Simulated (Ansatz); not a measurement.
Molecule: TaH₂, charge 0, multiplicity 4. SMILES: [TaH2]

Atoms: Ta1, H2, H3. Bonds: Ta1-H2, Ta1-H3.

Bond lengths (Å) and angles (degrees) optimised at HF/6-31G* with LANL2DZ past Ar with Ansatz (a quantum-chemistry and plane-wave program); PBE/6-31G* with LANL2DZ past Ar with Ansatz; B3LYP/6-31G* with LANL2DZ past Ar with Ansatz; MP2/6-31G* with LANL2DZ past Ar with Ansatz, each started from the B3LYP-D3(BJ)/def2-TZVP structure (Ansatz) of the last column. A row stands for all coordinates that are equal there. 6-31G* holds six Cartesian d functions. No wavenumbers were computed at PBE/6-31G* with LANL2DZ past Ar, MP2/6-31G* with LANL2DZ past Ar, so these may be saddle points.

| coordinate | HF/6-31G* with LANL2DZ past Ar | PBE/6-31G* with LANL2DZ past Ar | B3LYP/6-31G* with LANL2DZ past Ar | MP2/6-31G* with LANL2DZ past Ar | B3LYP-D3(BJ)/def2-TZVP |
|---|---|---|---|---|---|
| Ta1-H2 | 1.834 | 1.763 | 1.766 | 1.829 to 1.832 | 1.792 |
| H2-Ta1-H3 | 131.9 | 114.5 | 115.5 | 128.4 | 120.7 |

A range marks coordinates that this level makes unequal.

Mean signed difference of all 2 bond lengths from B3LYP-D3(BJ)/def2-TZVP: HF/6-31G* with LANL2DZ past Ar 0.041 Å, PBE/6-31G* with LANL2DZ past Ar -0.029 Å, B3LYP/6-31G* with LANL2DZ past Ar -0.026 Å, MP2/6-31G* with LANL2DZ past Ar 0.038 Å.
